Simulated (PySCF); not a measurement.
Compound: C7H12F (doublet state).
Atom-mapped SMILES: `[CH3:1][CH2:2][C:3]1[C@@H:4]([CH3:5])[C@H:6]1[CH2:7][F:8]` (hydrogens: H9, H10, H11 on C1; H12, H13 on C2; H14 on C4; H15, H16, H17 on C5; H18 on C6; H19, H20 on C7)

Geometry (GFN2-xTB, Å), atoms numbered from 1 in this order:
```
atom  x, y, z in Å
C1     2.2151   -1.5173   -0.5110
C2     1.8945   -0.2107    0.2108
C3     0.4882    0.1883    0.0361
C4    -0.4657    0.9994    0.7945
C5    -1.2129    2.1574    0.1671
C6    -0.7875   -0.4450    0.4025
C7    -1.8297   -0.7486   -0.6446
F8    -3.0986   -0.6845   -0.1072
H9     3.2475   -1.8088   -0.3331
H10    2.0681   -1.4034   -1.5822
H11    1.5631   -2.3129   -0.1580
H12    2.5472    0.5885   -0.1544
H13    2.1134   -0.3281    1.2849
H14   -0.2558    1.1735    1.8508
H15   -1.2080    2.0872   -0.9171
H16   -2.2449    2.1748    0.5132
H17   -0.7375    3.0951    0.4478
H18   -0.7875   -1.1905    1.1980
H19   -1.7115   -1.7683   -1.0293
H20   -1.8027   -0.0355   -1.4719
```

The hyperfine couplings belong to this conformer and change with its torsions.

Theory: UKS B3LYP, pcH-1 on C F H, non-relativistic, mean-field spin-orbit, GIAO (PySCF 2.14.0). One conformer (not necessarily the lowest) at the GFN2-xTB geometry, without solvent, vibrations or thermal averaging. Couplings are sensitive to structure, and on GFN2-xTB geometries they can be far from those on DFT ones. No stability test was run, so a lower SCF solution isn't excluded.

Problem. Predict the first-order ENDOR lines of F8, H13, H18, H14, H12, H19, H20, H9/H10/H11 and H15/H16/H17 under fast tumbling at B = 333.9 mT (X band).

Solution. ν± = |νn ± a/2|, one line for each electron-spin manifold; νn = |g_N| × 7.62259 MHz/T × B.

| nuclei | isotope | g_N | νn (MHz) | a_iso (MHz) | lower line (MHz) | upper line (MHz) |
| --- | --- | --- | --- | --- | --- | --- |
| F8 | 19F | 5.2577 | 13.38 | -8.96 | 8.90 | 17.86 |
| H13 | 1H | 5.5857 | 14.22 | 124.44 | 48.00 | 76.44 |
| H18 | 1H | 5.5857 | 14.22 | 49.73 | 10.65 | 39.08 |
| H14 | 1H | 5.5857 | 14.22 | 49.44 | 10.50 | 38.94 |
| H12 | 1H | 5.5857 | 14.22 | 43.00 | 7.28 | 35.72 |
| H19 | 1H | 5.5857 | 14.22 | 2.89 | 12.77 | 15.66 |
| H20 | 1H | 5.5857 | 14.22 | -2.02 | 13.21 | 15.23 |
| H9/H10/H11 | 1H | 5.5857 | 14.22 | -1.52 | 13.46 | 14.98 |
| H15/H16/H17 | 1H | 5.5857 | 14.22 | -1.32 | 13.56 | 14.88 |

Problem. Which pairs are centred on the nuclear Larmor frequency, and which on half the coupling?

Solution. Centred on νn, since |a| < 2νn: F8, H19, H20, H9/H10/H11 and H15/H16/H17. Centred on |a|/2 and split by 2νn: H13, H18, H14 and H12.

Problem. At what field would the lower line of F8 fall to zero frequency?

Solution. Where νn = |a|/2, that is B = 4.48 MHz/(5.2577 × 7.62259 MHz/T) = 112 mT, as far as first order holds there.

Nuclei that the bonding pattern makes equivalent are averaged, as if the motion that swaps them (rotation, inversion, ring flip) were fast.
